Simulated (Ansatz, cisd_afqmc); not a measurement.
Species: SiH$_{4}$S, charge 0, singlet. SiH4S (SMILES S[SiH3]).
B3LYP-D3(BJ)/def2-TZVP minimum from Ansatz (a quantum-chemistry and plane-wave program):
```
Si
H 1 1.4775
H 1 1.4799 2 110.03
H 1 1.4799 2 110.03 3 119.86
S 1 2.1498 2 104.80 4 120.07
H 5 1.3445 1 95.17 2 -180.00
```

Atomisation energy term by term, kcal/mol (programs: Ansatz, cisd_afqmc). UHF or UKS for unpaired electrons; spin-orbit terms are left out. Cores are frozen in correlated methods. Rows without X2C or -DK are non-relativistic. AFQMC/CISD: phaseless, guided by CISD from CCSD amplitudes; bars are statistical, one sigma. Outlying blocks are dropped, and bars are widened where a walk drifts. Over all cases where full CI ran beside it in this data, AFQMC minus full CI had a median of +0.1 mEh and passed +0.4 mEh in a tenth of the cases. CBS(X,Y): correlation extrapolated as X^-3, Hartree-Fock from the larger set (Q,5: extrapolated as (X+1)exp(-9√X)). A bracket is a step between two methods taken in the basis named. '+ core + X2C': CCSD(T) terms for core correlation (cc-pwCVTZ, 1s frozen past Ne) and scalar relativity (cc-pVTZ-DK). For partners of very few electrons the exact lower level stands in for a higher one.

```json
[
 {"term": "Hartree-Fock", "basis": "CBS(cc-pV(Q+d)Z,cc-pV(5+d)Z)", "kcal/mol": "306.21"},
 {"term": "CCSD correlation", "basis": "CBS(cc-pV(Q+d)Z,cc-pV(5+d)Z)", "kcal/mol": "96.80"},
 {"term": "(T)", "basis": "CBS(cc-pV(Q+d)Z,cc-pV(5+d)Z)", "kcal/mol": "4.54"},
 {"term": "CCSDT(Q) - CCSD(T)", "basis": "cc-pV(T+d)Z", "kcal/mol": "0.05"},
 {"term": "core correlation", "basis": "cc-pwCVTZ", "kcal/mol": "0.09"},
 {"term": "scalar relativity", "basis": "X2C, cc-pVTZ-DK", "kcal/mol": "-1.05"},
 {"term": "sum: De", "basis": "", "kcal/mol": "406.6"}
]
```

The step beyond CCSD(T) by other levels: AFQMC/CISD in cc-pV(D+d)Z 0.11 ± 0.23; CCSDT(Q) in cc-pV(D+d)Z 0.31 kcal/mol.
